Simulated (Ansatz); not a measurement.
Born–Oppenheimer molecular dynamics of CH$_{6}$O$_{2}$Si$_{2}$ (11 atoms, charge 0, multiplicity 1). It starts from a relaxed structure.

Level of theory: UKS PBE-D4/STO-3G (Ansatz).

```json
{"ensemble": "NVE (Milne-controlled integrator)", "time step": "0.25 fs", "steps asked": "269", "starting velocities drawn for": "2000 K", "seed": "597650"}
```

First frame:

```xyz
11
Properties=species:S:1:pos:R:3
O -1.315 2.115 0.307
Si 0.096 1.145 0.168
C 0.128 -0.611 0.909
Si 0.441 -1.171 -0.869
O 0.309 0.484 -1.445
H -2.069 1.495 -0.033
H 1.157 2.057 0.596
H -0.823 -0.954 1.348
H 0.940 -0.806 1.628
H 1.761 -1.755 -1.118
H -0.561 -2.055 -1.470
```

Question: What does the run give?

Answer: All steps were run.

```
steps done                                               : 269
time covered                                             : 67.25 fs
mean temperature over the second half                    : 709 K
spread of the potential energy over the second half      : 19.4 meV per atom
mean potential energy of the second half above the start : 136.5 meV per atom
```

The conserved energy stayed within 0.021 meV per atom of its start (net change -0.0065 meV per atom), so the integration is sound. A run of 0.067 ps of so small a system gives no equilibrium averages. Limits of this set-up: minimal basis.

Question: What happens to the structure?

Answer: The same pairs are bonded in the first frame and the last. Pairs count as bonded within 1.25 times the sum of covalent radii (0.12 Å more for H–H). The details hang on the random start.

Question: How do temperature and energy run in time?

Answer: 
```json
{"time (fs)": "0.0", "T (K)": "2000", "potential energy less start (eV)": "0.000", "conserved less start (meV/atom)": "0.00"}
{"time (fs)": "5.5", "T (K)": "1582", "potential energy less start (eV)": "0.487", "conserved less start (meV/atom)": "-0.01"}
{"time (fs)": "11.0", "T (K)": "1244", "potential energy less start (eV)": "0.879", "conserved less start (meV/atom)": "-0.01"}
{"time (fs)": "16.5", "T (K)": "1378", "potential energy less start (eV)": "0.724", "conserved less start (meV/atom)": "-0.01"}
{"time (fs)": "22.0", "T (K)": "966", "potential energy less start (eV)": "1.203", "conserved less start (meV/atom)": "-0.01"}
{"time (fs)": "27.5", "T (K)": "1027", "potential energy less start (eV)": "1.132", "conserved less start (meV/atom)": "-0.01"}
{"time (fs)": "33.0", "T (K)": "841", "potential energy less start (eV)": "1.348", "conserved less start (meV/atom)": "-0.01"}
{"time (fs)": "38.5", "T (K)": "664", "potential energy less start (eV)": "1.555", "conserved less start (meV/atom)": "-0.01"}
{"time (fs)": "44.0", "T (K)": "478", "potential energy less start (eV)": "1.771", "conserved less start (meV/atom)": "-0.01"}
{"time (fs)": "49.5", "T (K)": "394", "potential energy less start (eV)": "1.868", "conserved less start (meV/atom)": "-0.01"}
{"time (fs)": "55.0", "T (K)": "381", "potential energy less start (eV)": "1.883", "conserved less start (meV/atom)": "-0.01"}
{"time (fs)": "60.5", "T (K)": "833", "potential energy less start (eV)": "1.357", "conserved less start (meV/atom)": "-0.01"}
{"time (fs)": "66.0", "T (K)": "690", "potential energy less start (eV)": "1.524", "conserved less start (meV/atom)": "-0.01"}
```

Time of the run: 15 min on 1 thread of Arm Neoverse V2, on a shared host, peak memory 0.12 GiB.
